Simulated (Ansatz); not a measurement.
Consider the cleavage of the Al–Si bond: `C[O][Al]([OH])[SiH3]` + HCl → `C[O][Al]([OH])[Cl]` + SiH₄.

Isolated molecules relaxed with PBE0-D4/def2-TZVP in Ansatz; ΔE leaves out vibrations. CCSD(T)/CBS is the MP2 limit (def2-TZVPP, def2-QZVPP) plus CCSD(T) − MP2 in def2-TZVPP, frozen cores. This one scheme is used for every species. DFT in def2-TZVPP. B3LYP here is the variant with VWN-RPA as its local correlation; programs differ in this. HSE06 is defined as in plane-wave codes. One conformer a species, not always the lowest.

| level | ΔE (kJ/mol) | difference from CCSD(T)/CBS |
| --- | --- | --- |
| LDA (SPW92) | -129.7 | 22.3 |
| r2SCAN-D4 | -152.6 | -0.6 |
| B3LYP-D4 | -151.0 | 1.0 |
| r2SCAN0-D4 | -155.5 | -3.5 |
| ωB97X-V | -151.1 | 0.9 |
| ωB97M-V | -156.5 | -4.5 |
| HSE06 | -141.5 | 10.5 |
| RPA@PBE/def2-TZVPP | -146.2 | 5.8 |
| SCS-MP2/def2-QZVPP | -163.1 | -11.1 |
| MP2/CBS(def2) | -163.1 | -11.1 |
| CCSD(T)/CBS | -152.0 | 0 |

Largest T1 diagnostic among the species: 0.013.

From BLYP to BHLYP (50 % exact exchange), in def2-TZVPP and without D4, ΔE moves by −16.0 kJ/mol. Leaving LDA and LC-ωPBE aside and taking each functional with its dispersion term where it has one, the values, not all of them listed here, spread over 28.4 kJ/mol, from BHLYP-D4 to PBE-D4. LDA lies +3.0 kJ/mol from PBE without D4. In def2-TZVPP, CCSD(T) changes the Hartree–Fock value by +25.3 kJ/mol (the triples alone add +2.8 kJ/mol) and MP2 by +14.2 kJ/mol.
